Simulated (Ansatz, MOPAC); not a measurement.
Species: C4H10N (charge 0, doublet). SMILES: CC(C)[CH]N
Geometry from a B3LYP-D3(BJ)/def2-TZVP (Ansatz, an electronic-structure program) optimisation:
```
C
H 1 1.1000
C 1 1.4944 2 107.78
H 3 1.0847 1 118.72 2 -163.40
N 3 1.3975 4 114.86 1 147.52
H 5 1.0091 3 115.14 4 38.26
H 5 1.0114 6 111.02 3 -132.40
C 1 1.5294 2 107.92 3 -119.71
H 8 1.0909 1 111.25 2 59.37
H 8 1.0917 9 108.46 1 122.41
H 8 1.0934 9 107.89 10 116.31
C 1 1.5417 2 107.10 3 121.01
H 12 1.0904 1 110.93 2 -63.52
H 12 1.0928 13 107.86 1 120.91
H 12 1.0932 13 108.49 14 116.86
```
Charge 0, spin multiplicity 2.

Quantity: enthalpy of formation at 298 K, in kcal/mol. Set-up: non-relativistic; valence correlation only; no spin-orbit coupling; dispersion terms only where a functional's name holds one; open shells spin-unrestricted; 6-311+G** with 5d; six Cartesian d functions in 6-31G* and its kin unless marked 5d. CBS marks a two-point X^-3 extrapolation of the correlation energy; Hartree-Fock from the larger set. First-principles rows: single points at B3LYP-D3(BJ) geometries (Ansatz), with unscaled harmonic terms from B3LYP/6-31G* at its own minima, enthalpies of formation by atomisation with measured atoms. Semi-empirical rows: MOPAC heats of formation at their own minima for 298 K.

Coupled cluster (Ansatz) is a level with limits of its own, used here on species with T1 under 0.025 (0.045 for open shells) and stable references: CCSD(T)/CBS(cc-pVTZ,cc-pVQZ).

Value to compare with, CCSD(T)/CBS(cc-pVTZ,cc-pVQZ) (Ansatz): 20.7 kcal/mol.

```json
[
 {"level": "AM1", "program": "MOPAC", "enthalpy of formation at 298 K (kcal/mol)": "-7.2", "difference": "-27.9"},
 {"level": "MNDO", "program": "MOPAC", "enthalpy of formation at 298 K (kcal/mol)": "-2.2", "difference": "-22.9"},
 {"level": "HF/STO-3G", "program": "Ansatz", "enthalpy of formation at 298 K (kcal/mol)": "155.8", "difference": "135.1"},
 {"level": "PBE/def2-SVP", "program": "Ansatz", "enthalpy of formation at 298 K (kcal/mol)": "-15.6", "difference": "-36.3"},
 {"level": "B3LYP/6-31+G*", "program": "Ansatz", "enthalpy of formation at 298 K (kcal/mol)": "32.1", "difference": "11.4"},
 {"level": "B3LYP/6-31G**", "program": "Ansatz", "enthalpy of formation at 298 K (kcal/mol)": "13.5", "difference": "-7.2"},
 {"level": "B3LYP/cc-pVDZ", "program": "Ansatz", "enthalpy of formation at 298 K (kcal/mol)": "42.1", "difference": "21.4"},
 {"level": "PBE0/6-311+G**", "program": "Ansatz", "enthalpy of formation at 298 K (kcal/mol)": "16.7", "difference": "-4.0"},
 {"level": "MP2/3-21G", "program": "Ansatz", "enthalpy of formation at 298 K (kcal/mol)": "215.1", "difference": "194.4"},
 {"level": "PBE/def2-TZVPD", "program": "Ansatz", "enthalpy of formation at 298 K (kcal/mol)": "-6.1", "difference": "-26.8"},
 {"level": "B2PLYP-D3(BJ)/def2-TZVPD", "program": "Ansatz + dftd3", "enthalpy of formation at 298 K (kcal/mol)": "29.6", "difference": "8.9"}
]
```

Among the 9 habitual levels, MP2/3-21G lies farthest from CCSD(T)/CBS(cc-pVTZ,cc-pVQZ) (Ansatz) (194.4 kcal/mol) and PBE0/6-311+G** nearest (-4.0); 4 of 9 lie above it, and their mean absolute difference is 51.2 kcal/mol, the median 22.9. One case shows no general order.

The levels are drawn from those run, B3LYP/6-31G* more often than the rest, none by its result; runs whose electronic state is in doubt are left out.
